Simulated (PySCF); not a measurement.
C4H11NSi.
SMILES with atom numbers: `[CH3:1]/[CH:2]=[C:3](\[CH3:4])[SiH2:5][NH2:6]` (hydrogens: H7, H8, H9 on C1; H10 on C2; H11, H12, H13 on C4; H14, H15 on Si5; H16, H17 on N6)

The same species was optimised twice, with GFN2-xTB and with PBE0-D3(BJ)/def2-SVP (PySCF), and the same property calculations (PySCF, gas phase) were run on both structures.

```
      coordinate  GFN2-xTB  PBE0-D3(BJ)/def2-SVP  change
       C2=C3 (Å)     1.331                 1.348  +0.017
      C3–Si5 (Å)     1.885                 1.873  -0.012
      Si5–N6 (Å)     1.727                 1.736  +0.009
       C3–C4 (Å)     1.506                 1.502  -0.004
       C1–C2 (Å)     1.495                 1.493  -0.002
   C3–Si5–N6 (°)     105.7                 109.3    +3.6
    C2–C3–C4 (°)     121.8                 124.9    +3.1
   C2–C3–Si5 (°)     121.1                 118.0    -3.1
    C1–C2–C3 (°)     126.9                 128.1    +1.2
   C4–C3–Si5 (°)     117.1                 117.1     0.0
C2–C3–Si5–N6 (°)      -136                  -128      +8
```

Rotational constants: A = 5575, B = 1510, C = 1307 MHz (GFN2-xTB) against A = 5337, B = 1492, C = 1300 MHz (PBE0-D3(BJ)/def2-SVP). Point groups within 0.08 Å: C1 and C1.

On the GFN2-xTB structure: HOMO (eV) -7.02 [PBE0/pcSseg-1]; LUMO (eV) 0.06 [PBE0/pcSseg-1]; dipole (D) 1.06 [PBE0/pcSseg-1]; GIAO shielding of C1 (ppm) 168.9 [PBE0/pcSseg-1]; GIAO shielding of C2 (ppm) 37.7 [PBE0/pcSseg-1]; GIAO shielding of C3 (ppm) 46.7 [PBE0/pcSseg-1]; GIAO shielding of C4 (ppm) 171.7 [PBE0/pcSseg-1]; GIAO shielding of Si5 (ppm) 380.7 [PBE0/pcSseg-1]; GIAO shielding of N6 (ppm) 260.0 [PBE0/pcSseg-1].

Question: What do these properties become on the PBE0-D3(BJ)/def2-SVP structure?

Answer: 
| property | level | on GFN2-xTB | on PBE0-D3(BJ)/def2-SVP | change |
| --- | --- | --- | --- | --- |
| HOMO (eV) | PBE0/pcSseg-1 | -7.02 | -7.02 | 0.00 |
| LUMO (eV) | PBE0/pcSseg-1 | 0.06 | 0.08 | +0.02 |
| dipole (D) | PBE0/pcSseg-1 | 1.06 | 1.00 | -0.06 |
| energy, GFN2-xTB geometry as zero (kcal/mol) | PBE0/pcSseg-1 | 0.0 | -2.0 | -2.0 |
| GIAO shielding of C1 (ppm) | PBE0/pcSseg-1 | 168.9 | 168.0 | -0.9 |
| GIAO shielding of C2 (ppm) | PBE0/pcSseg-1 | 37.7 | 36.7 | -1.0 |
| GIAO shielding of C3 (ppm) | PBE0/pcSseg-1 | 46.7 | 42.7 | -4.0 |
| GIAO shielding of C4 (ppm) | PBE0/pcSseg-1 | 171.7 | 168.9 | -2.8 |
| GIAO shielding of Si5 (ppm) | PBE0/pcSseg-1 | 380.7 | 376.9 | -3.8 |
| GIAO shielding of N6 (ppm) | PBE0/pcSseg-1 | 260.0 | 255.8 | -4.2 |

The heavy atoms differ by 0.081 Å rms after alignment. Among the bonds compared C2=C3 changes most (+0.017 Å). Changes are differences of the printed values. Neither structure is proved a minimum here.

Shape of the structure used: `[CH3:1]/[CH:2]=[C:3](\[CH3:4])[SiH2:5][NH2:6]`: C2–C3–Si5–N6 -128°, H–N6–Si5–C3 62°, H–N6–Si5–C3 -155°.
